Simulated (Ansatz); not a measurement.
`[OH][Au]` + H₂ → `[AuH]` + H₂O at 700 K and 1 bar (hydrogenolysis of the Au–O bond).

Gas-phase electronic energies from Ansatz, PBE0-D4/def2-TZVP geometries. CBS: MP2 limit from def2 TZ/QZ plus the TZ coupled-cluster correction, frozen cores. This one scheme is used for every species. def2 core potentials past Kr. For Au outer-core shells are correlated without core-valence functions, which leaves a few kJ/mol of doubt a bond.

```csv
species,CCSD(T)/CBS energy (Eh),H − E (kJ/mol),S (J/(mol·K))
`[OH][Au]`,-211.25768,60.3,297.4
H₂,-1.17544,46.8,155.3
`[AuH]`,-136.10998,34.1,236.5
H₂O,-76.37941,80.5,218.4
```

H − E and S are ideal-gas, rigid-rotor, harmonic terms from PBE0-D4/def2-TZVP. For small species the MP2-based limit differs from directly extrapolated CCSD(T) by up to some mEh (0.8 for H₂); such offsets cancel only in part. 1 Eh = 2625.50 kJ/mol, R = 8.31446 J/(mol·K).

By hand: ΔE, ΔH, ΔS and ΔG.

ΔE = (-136.10998) + (-76.37941) − (-211.25768) − (-1.17544) = -0.05627 Eh = -147.7 kJ/mol. Δ(H − E) = 34.1 + 80.5 − 60.3 − 46.8 = 7.5, so ΔH = -140.2 kJ/mol. ΔS = 236.5 + 218.4 − 297.4 − 155.3 = 2.2 J/(mol·K). ΔG = -140.2 − 700 × (2.2)/1000 = -141.7 kJ/mol.

By hand: the equilibrium constant, and the temperature at which ΔG would vanish if ΔH and ΔS stayed fixed.

log₁₀ K = −ΔG/(RT ln 10) = 10.6. ΔH and −TΔS have one sign here, so there is no such temperature.

The number of gas molecules stays the same, so ΔS is small and ΔH decides. A doubt of 5 kJ/mol in ΔE shifts log₁₀ K by 0.4 here. These are equilibria of isolated gas molecules and say nothing of rates. Largest T1 diagnostic: 0.030 (customary marks: 0.02 for closed shells, 0.045 for open ones).

ΔS is within the doubt of such terms, so its sign, and with it that verdict, could turn.
